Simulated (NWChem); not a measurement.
Species: C2H2BrF; SMILES FC(Br)=C

This build's default masses of Se (78.918 u) and Br (79.917 u) are each other's, which moves their modes by up to 0.6 %.

Task: Give the equilibrium geometry at PBE0/def2-SVP (NWChem) as a list of bonds and angles, with the point group.

Result: point group Cs; any orientation.
Bond lengths (Å): C1–C2 1.327, C1–H5 1.088, C1–H6 1.092, C2–F3 1.318, C2–Br4 1.877. Angles (°): C2–C1–H5 120.9, C2–C1–H6 119.0, H5–C1–H6 120.1, C1–C2–F3 123.1, C1–C2–Br4 124.7, F3–C2–Br4 112.2.
